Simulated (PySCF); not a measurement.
## Core-level binding energies of `CC[O][Ge@H]([SiH3])[GeH3]`

Species: C2H12Ge2OSi.
Cartesian coordinates in Å at the PBE0-D3(BJ)/def2-SVP level; atoms count from 1:
```xyz
18
C2H12Ge2OSi angstrom
C     -3.0213   -0.3878    0.0019
C     -1.5924   -0.7853    0.2916
O     -0.7754    0.3567    0.2362
Ge     0.9808    0.2045    0.5813
Si     1.8057    2.4291    0.3847
Ge     1.9414   -1.3628   -1.0183
H     -3.3681    0.3526    0.7380
H     -3.0968    0.0647   -0.9981
H     -3.6879   -1.2627    0.0423
H     -1.5295   -1.2698    1.2879
H     -1.2599   -1.5466   -0.4455
H      1.1356   -0.3611    2.0179
H      1.0339    3.3519    1.2690
H      3.2465    2.4487    0.7844
H      1.6896    2.8776   -1.0351
H      1.5184   -2.8119   -0.7111
H      3.4800   -1.2880   -0.9752
H      1.4710   -0.9986   -2.4383
```

The calculation used PySCF, delta-SCF UKS SCAN, pcX-2 on the ionised atom, pcseg-1 elsewhere, spin-free X2C. Vertical ΔSCF values, vacuum level as zero.

What binding energy does each computed site have?

| atom(s) | environment | level | binding energy (eV) | 2p1/2 (eV) | above the level's lowest (eV) | count |
| --- | --- | --- | --- | --- | --- | --- |
| C1 | methyl carbon | C 1s | 290.48 | – | 0.00 | 1 |
| C2 | sp3 carbon bound to oxygen | C 1s | 291.86 | – | +1.38 | 1 |
| O3 | oxygen bonded to C and Ge | O 1s | 537.03 | – | 0.00 | 1 |
| Si5 | SiH3 silicon | Si 2p3/2 | 106.55 | 107.18 | 0.00 | 1 |
| Si5 | SiH3 silicon | Si 1s | 1846.26 | – | 0.00 | 1 |

Lowest listed C 1s: C1, bonded to C and 3 H. Highest, 1.38 eV above it: C2, bonded to O, C and 2 H.

What is the longest wavelength that can ionise O 1s of O3 vertically?

λ = hc/E = 12398.42 eV Å / 537.03 eV = 23.087 Å.

The 2p values aren't plain energy differences: one relaxed spin-free 2p hole is combined with a matrix within the shell (ground-state 2p orbital-energy differences and spin–orbit coupling). 2p3/2, the mean of its two sublevels, lies a third of the splitting below the shell's mean and 2p1/2 two thirds above it; the statistical areas are 2:1. 2p1/2 minus 2p3/2 (ligand field included): Si 0.62 eV. No level of germanium is listed. One conformer (not necessarily the lowest) at the PBE0-D3(BJ)/def2-SVP geometry, without solvent, vibrations or thermal averaging.
